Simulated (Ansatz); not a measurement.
SnSiH8S, closed shell: at the start structure of a reaction step.

in.yaml

```yaml
crystal:
  periodic: [false, false, false]
  atoms:
    - {symbol: Sn, position_ang: [-0.806944, 0.228292, -1.921639]}
    - {symbol: S, position_ang: [0.978642, 1.502157, -0.927851]}
    - {symbol: H, position_ang: [-0.050140, -1.161806, -2.542578]}
    - {symbol: H, position_ang: [-1.954014, -0.158927, -0.721950]}
    - {symbol: H, position_ang: [-1.530436, 1.151183, -3.160249]}
    - {symbol: H, position_ang: [0.554668, -1.545578, 0.663245]}
    - {symbol: Si, position_ang: [0.644660, -0.794967, 1.942395]}
    - {symbol: H, position_ang: [0.161502, 2.460558, -0.460940]}
    - {symbol: H, position_ang: [1.975025, -0.153069, 2.065025]}
    - {symbol: H, position_ang: [-0.431157, 0.225602, 1.999647]}
    - {symbol: H, position_ang: [0.458093, -1.753445, 3.064895]}
basis:
  gaussian: {orbitals: def2-TZVPP}
hamiltonian: {xc: {name: BLYP}, dispersion: d4}
```

Launched with

```bash
ansatz run in.yaml --threads 4 --pin off --events-out ev --progress --plain --max-ram 9574MiB
```

The run's output (Ansatz 0.2.0):

```
Functional definition: BLYP
  name "BLYP"
  cite "Becke, Phys. Rev. A 38, 3098 (1988) doi:10.1103/PhysRevA.38.3098"
  cite "Lee, Yang & Parr, Phys. Rev. B 37, 785 (1988) doi:10.1103/PhysRevB.37.785"
  parameter beta = 0.0042
  parameter a = 0.04918
  parameter b = 0.132
  parameter c = 0.2533
  parameter d = 0.349
  exchange = b88_x(beta = beta)
  correlation = lyp_c(a = a, b = b, c = c, d = d)
1432 factors; their error is unknown
mean field evaluation 1: about -24670.3736 eV, gradient 2.9e1 eV
mean field evaluation 2: about -24670.5633 eV, gradient 3.1e1 eV
mean field evaluation 4: about -24672.9880 eV, gradient 2.2e0 eV
mean field evaluation 8: about -24673.0030 eV, gradient 3.9e-2 eV
mean field evaluation 16: about -24672.9775 eV, gradient 4.0e-5 eV
mean field -24672.97745957 eV, -906.7151976942 hartree, gradient 4.0e-5 eV, S^2 0.000000; 0 other end points of the search recorded, 0 dependent functions left out
reference -24672.97791000 eV, -906.7152142474 hartree; 30, 30 occupied and 216, 216 virtual orbitals, 1432 factors
Total energy: -24673.47009789 eV, -906.7333018188 hartree
```

The run took about 6 s on 4 CPU threads of an Intel Xeon (shared host).
